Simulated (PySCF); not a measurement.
Geometry:
```json
{"atom": "C1", "x (Å)": "-2.969", "y (Å)": "-1.219", "z (Å)": "0.587"}
{"atom": "C2", "x (Å)": "-3.389", "y (Å)": "0.167", "z (Å)": "1.068"}
{"atom": "C3", "x (Å)": "-4.410", "y (Å)": "0.809", "z (Å)": "0.131"}
{"atom": "Si4", "x (Å)": "-1.889", "y (Å)": "1.316", "z (Å)": "1.327"}
{"atom": "Si5", "x (Å)": "-0.100", "y (Å)": "0.247", "z (Å)": "2.449"}
{"atom": "Si6", "x (Å)": "0.776", "y (Å)": "-0.378", "z (Å)": "0.340"}
{"atom": "C7", "x (Å)": "2.628", "y (Å)": "-0.336", "z (Å)": "0.083"}
{"atom": "C8", "x (Å)": "3.356", "y (Å)": "0.982", "z (Å)": "-0.005"}
{"atom": "C9", "x (Å)": "3.216", "y (Å)": "0.135", "z (Å)": "-1.226"}
{"atom": "Si10", "x (Å)": "-0.499", "y (Å)": "1.389", "z (Å)": "-0.591"}
{"atom": "H11", "x (Å)": "-2.478", "y (Å)": "-1.172", "z (Å)": "-0.400"}
{"atom": "H12", "x (Å)": "-3.844", "y (Å)": "-1.882", "z (Å)": "0.481"}
{"atom": "H13", "x (Å)": "-2.267", "y (Å)": "-1.708", "z (Å)": "1.281"}
{"atom": "H14", "x (Å)": "-3.844", "y (Å)": "0.067", "z (Å)": "2.071"}
{"atom": "H15", "x (Å)": "-3.991", "y (Å)": "0.947", "z (Å)": "-0.880"}
{"atom": "H16", "x (Å)": "-5.307", "y (Å)": "0.175", "z (Å)": "0.030"}
{"atom": "H17", "x (Å)": "-4.740", "y (Å)": "1.796", "z (Å)": "0.491"}
{"atom": "H18", "x (Å)": "-2.345", "y (Å)": "2.637", "z (Å)": "1.869"}
{"atom": "H19", "x (Å)": "-0.419", "y (Å)": "-0.813", "z (Å)": "3.458"}
{"atom": "H20", "x (Å)": "0.801", "y (Å)": "1.264", "z (Å)": "3.083"}
{"atom": "H21", "x (Å)": "0.199", "y (Å)": "-1.697", "z (Å)": "-0.083"}
{"atom": "H22", "x (Å)": "3.176", "y (Å)": "-1.144", "z (Å)": "0.583"}
{"atom": "H23", "x (Å)": "2.767", "y (Å)": "1.904", "z (Å)": "0.051"}
{"atom": "H24", "x (Å)": "4.337", "y (Å)": "1.053", "z (Å)": "0.471"}
{"atom": "H25", "x (Å)": "4.099", "y (Å)": "-0.388", "z (Å)": "-1.603"}
{"atom": "H26", "x (Å)": "2.530", "y (Å)": "0.471", "z (Å)": "-2.011"}
{"atom": "H27", "x (Å)": "0.311", "y (Å)": "2.652", "z (Å)": "-0.598"}
{"atom": "H28", "x (Å)": "-1.111", "y (Å)": "1.209", "z (Å)": "-1.946"}
```

Geometry: PBE0-D3(BJ)/def2-SVP; GIAO absolute shieldings from PySCF 2.14.0 with density-fitted response routines, gas phase, non-relativistic, averaged over equivalent atoms.

At PBE0/pcSseg-1 (288 basis functions, 100 s wall time on 1 thread of an Arm Neoverse V2, shared host):
```tsv
atoms	σ (ppm)
C1/C3	161.7
C2	171.4
C8/C9	179.2
C7	190.6
Si6	386.7
Si4	394.8
Si5/Si10	455.8
H21	26.45
H18	26.91
H19/H28	27.39
H20/H27	27.52
H14	30.07
H11/H12/H13/H15/H16/H17	30.20
H24/H25	30.56
H23/H26	30.98
H22	31.47
```

Q: What do these become at PBE/pcSseg-1?

A: 
```tsv
atoms	σ at PBE/pcSseg-1	change
C1/C3	156.3	-5.4
C2	163.5	-7.9
C8/C9	173.8	-5.4
C7	183.4	-7.2
Si6	368.9	-17.8
Si4	377.7	-17.1
Si5/Si10	442.0	-13.8
H21	26.19	-0.26
H18	26.63	-0.28
H19/H28	27.16	-0.23
H20/H27	27.33	-0.19
H14	29.78	-0.29
H11/H12/H13/H15/H16/H17	30.07	-0.13
H24/H25	30.47	-0.09
H23/H26	30.86	-0.12
H22	31.27	-0.20
```

The largest change is at Si6 (silicon bonded to C, 2 Si, H, in a 4-membered ring). Cost: 288 basis functions, 100 s wall time on 1 thread of an Arm Neoverse V2, shared host. The order of the carbon signals is the same at both levels.
